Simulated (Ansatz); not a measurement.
The cation of C2H10BNSi2 (`BN(C=C)[SiH2][SiH3]`) at the neutral geometry.

```yaml
crystal:
  periodic: [false, false, false]
  atoms:
    - {symbol: B, position_ang: [-1.846036, -1.344480, -0.736246]}
    - {symbol: N, position_ang: [-0.577306, -0.858891, -0.367321]}
    - {symbol: C, position_ang: [0.468822, -0.849624, -1.300611]}
    - {symbol: C, position_ang: [1.723814, -0.477687, -1.067152]}
    - {symbol: Si, position_ang: [-0.295473, -0.178191, 1.245094]}
    - {symbol: Si, position_ang: [0.249644, 2.101877, 1.108828]}
    - {symbol: H, position_ang: [-2.732042, -1.341354, 0.064433]}
    - {symbol: H, position_ang: [-2.005081, -1.747956, -1.852555]}
    - {symbol: H, position_ang: [0.169513, -1.185198, -2.289045]}
    - {symbol: H, position_ang: [2.449507, -0.500971, -1.868394]}
    - {symbol: H, position_ang: [2.076525, -0.156191, -0.093686]}
    - {symbol: H, position_ang: [0.795665, -0.931421, 1.922308]}
    - {symbol: H, position_ang: [-1.555248, -0.368578, 2.000263]}
    - {symbol: H, position_ang: [-0.150768, 2.761231, 2.382626]}
    - {symbol: H, position_ang: [1.705474, 2.324808, 0.907798]}
    - {symbol: H, position_ang: [-0.499908, 2.729927, -0.011940]}
basis:
  gaussian: {orbitals: def2-TZVPP}
total_charge: 1
magnetization: {spin_polarized: true, initial_magnetization: 1}
hamiltonian: {xc: pbe0, dispersion: d4}
```

```sh
$ ansatz run in.yaml --threads 3 --pin off --events-out ev --progress --plain --backend cuda
```

Output, abridged:

```
Functional definition: PBE0
1856 factors; their error is unknown
mean field evaluation 1: about -20124.2382 eV, gradient 5.6e1 eV
mean field evaluation 2: about -20072.6489 eV, gradient 1.0e2 eV
mean field evaluation 4: about -20138.3522 eV, gradient 1.6e1 eV
mean field evaluation 8: about -20139.9481 eV, gradient 5.5e-1 eV
mean field evaluation 16: about -20139.9799 eV, gradient 2.9e-3 eV
mean field -20139.97987105 eV, -740.1306088923 hartree, gradient 3.8e-5 eV, S^2 0.764016; 2 other end points of the search recorded, 0 dependent functions left out
reference -20139.97991544 eV, -740.1306105237 hartree; 31, 30 occupied and 317, 318 virtual orbitals, 1856 factors
Total energy: -20140.31069065 eV, -740.1427662884 hartree
```

Run time 8.5 s (3 threads of an AMD EPYC 7R13 on a shared host and a share of an NVIDIA H100 80 GB); peak host memory 0.94 GiB.
